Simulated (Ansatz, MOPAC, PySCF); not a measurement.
Noncovalent pair: CH5N (SMILES CN) (first 7 atoms) with H4OSi (SMILES O[SiH3]); geometry from B3LYP-D3(BJ)/def2-TZVP, rigid monomers moved along the line of their centres of mass till N2···H10 is 2.52 Å.
(charge 0, multiplicity 1):
```xyz
13

C      0.238    -0.361    -0.120
N     -0.269     0.971     0.236
H     -0.458    -1.116     0.245
H      1.192    -0.524     0.381
H      0.381    -0.512    -1.195
H     -1.164     1.148    -0.205
H      0.366     1.696    -0.079
O     -0.551     0.963     3.729
Si    -0.114    -0.418     4.484
H     -0.485     1.003     2.743
H     -0.932    -1.585     4.053
H     -0.299    -0.219     5.939
H      1.308    -0.779     4.229
```

Interaction energies are E(AB) − E(A) − E(B) at the monomers' geometry in the complex; basis-set methods are counterpoise corrected. Rows marked so take none.

Rows in 3-21G, 6-31G* carry no dispersion term and start afresh at each structure (6-31G* with six Cartesian d functions). The state that PM6 reach isn't checked.

The values were computed with Ansatz (a program for electronic structure) with Gaussian orbitals; MOPAC for PM6 (differences of heats of formation); PySCF for 3-21G rows, 6-31G* rows. 

**Question.** One of these levels gives -37.7 kJ/mol for the interaction energy. Name it.
(A) r2SCAN/def2-TZVPPD
(B) BP86/6-31G* (no counterpoise)
(C) HF/3-21G (no counterpoise)
(D) PM6

**Answer.** C, HF/3-21G (no counterpoise). The others give -19.8 (PM6), -31.2 (BP86/6-31G* (no counterpoise)), -25.9 (r2SCAN/def2-TZVPPD)
